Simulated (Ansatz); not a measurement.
The cluster Al5Ru2⁻. Charge -1, multiplicity 1. Geometry PBE-D4/def2-SVPD; atoms count from 1.

```
atom   x (Å)   y (Å)   z (Å)
 Ru1  -0.094  -1.370   0.682
 Ru2   1.029   0.841   0.764
 Al3  -1.501   0.732   0.828
 Al4  -2.099  -1.748  -0.553
 Al5   0.190   2.753  -0.388
 Al6   2.345  -1.191   0.004
 Al7   0.130  -0.016  -1.338
```

In the def2 sets Ru takes a core potential; there is no spin–orbit coupling. The restricted singlet is unstable towards broken spin symmetry in Hartree–Fock (as tested in another run); at PBE0-D4/def2-TZVPD this wasn't settled. Another isomer (singlet) lies 0.51 eV lower at PBE0-D4/def2-TZVPD; other spin states weren't run for this one.

Question: Estimate the Mulliken populations from the PBE0/def2-TZVPD orbitals of Ansatz.

Answer: 
| atom | charge (e) | d electrons |
| --- | --- | --- |
| Ru1 | -0.19 | 7.30 |
| Ru2 | -0.19 | 7.30 |
| Al3 | 0.04 | – |
| Al4 | -0.29 | – |
| Al5 | -0.29 | – |
| Al6 | -0.24 | – |
| Al7 | 0.15 | – |
Mulliken values depend strongly on the basis. With diffuse functions, as here, like atoms can get unlike values, and bond orders can come out too low or too high.

Question: And the Mayer bond orders between heavy atoms (over 0.3)?

Answer: Ru1–Ru2 1.04 (2.48 Å); Ru1–Al3 0.79 (2.53 Å); Ru1–Al4 1.10 (2.38 Å); Ru1–Al6 0.70 (2.54 Å); Ru1–Al7 0.92 (2.44 Å); Ru2–Al3 0.79 (2.53 Å); Ru2–Al5 1.10 (2.38 Å); Ru2–Al6 0.70 (2.54 Å); Ru2–Al7 0.92 (2.44 Å).
